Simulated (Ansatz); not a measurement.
`C[BH][AlH][F]` + H₂ → `C[BH][AlH2]` + H–F at 600 K and 1 bar (hydrogenolysis of the Al–F bond).

Isolated molecules relaxed with PBE0-D4/def2-TZVP in Ansatz; ΔE leaves out vibrations. CBS: MP2 limit from def2 TZ/QZ plus the TZ coupled-cluster correction, frozen cores. This one scheme is used for every species. Each species was taken in one conformer, which may not be the lowest.

| species | CCSD(T)/CBS energy (Eh) | H − E (kJ/mol) | S (J/(mol·K)) |
| --- | --- | --- | --- |
| `C[BH][AlH][F]` | -407.70477 | 206.0 | 417.8 |
| H₂ | -1.17544 | 43.9 | 150.8 |
| `C[BH][AlH2]` | -308.41859 | 211.7 | 387.4 |
| H–F | -100.39570 | 42.3 | 194.0 |

H − E and S are ideal-gas, rigid-rotor, harmonic terms from PBE0-D4/def2-TZVP, for one conformer and one mirror image of each species. The MP2-based limit puts H₂ 0.8 mEh under its directly extrapolated value; such offsets cancel only in part. 1 Eh = 2625.50 kJ/mol, R = 8.31446 J/(mol·K).

By hand: ΔE, ΔH, ΔS and ΔG.

ΔE = (-308.41859) + (-100.39570) − (-407.70477) − (-1.17544) = 0.06592 Eh = 173.1 kJ/mol. Δ(H − E) = 211.7 + 42.3 − 206.0 − 43.9 = 4.1, so ΔH = 177.2 kJ/mol. ΔS = 387.4 + 194.0 − 417.8 − 150.8 = 12.8 J/(mol·K). ΔG = 177.2 − 600 × (12.8)/1000 = 169.5 kJ/mol.

By hand: the equilibrium constant, and the temperature at which ΔG would vanish if ΔH and ΔS stayed fixed.

log₁₀ K = −ΔG/(RT ln 10) = -14.8. ΔG = 0 at ΔH/ΔS = 13844 K, far beyond where these terms or the molecules hold.

The number of gas molecules stays the same, so ΔS is small and ΔH decides. A doubt of 5 kJ/mol in ΔE shifts log₁₀ K by 0.4 here. Other conformers and mirror images would add mixing entropy, several J/(mol·K) or more a flexible species. Modes under 60 cm⁻¹, often nearly free rotors, make the harmonic entropy too high. These are equilibria of isolated gas molecules and say nothing of rates. Largest T1 diagnostic: 0.012 (customary marks: 0.02 for closed shells, 0.045 for open ones).
